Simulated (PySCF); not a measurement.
GeH₂, SMILES [GeH2] (connectivity only; charge and spin as stated), neutral, multiplicity 1. Atoms are numbered in the order given.

```xyz
3

Ge     0.0000     0.0000     0.0659
H      0.0000    -1.1340    -1.0542
H      0.0000     1.1340    -1.0542
```

The structure is a stationary point at PBE0-D3(BJ)/def2-TZVPD. The isomer is the one that the SMILES or the coordinates give; other isomers of the formula were not compared.

Two levels are set side by side: PBE/pcSseg-2 (PySCF) and PBE0/pcSseg-2 (PySCF). GIAO shifts against GeH4 (⁷³Ge), TMS (¹H) at the same level; non-relativistic, no solvent, atoms listed together averaged. Differences are taken from unrounded values.

```tsv
quantity	PBE0
δ(⁷³Ge) of Ge1 (ppm)	2074.3
δ(¹H) of H2, H3 (ppm)	14.03
```

Task: What does PBE give, and how far is it from PBE0? (The exact figures need the calculation; the answer reports its results.)

Result: 
| quantity | PBE | PBE minus PBE0 |
|---|---|---|
| δ(⁷³Ge) of Ge1 (ppm) | 2176.0 | 101.7 |
| δ(¹H) of H2, H3 (ppm) | 14.42 | 0.39 |

Rough cost on one machine, each run with all the roots and properties that it gave: PBE0 against PBE within a factor of 2.
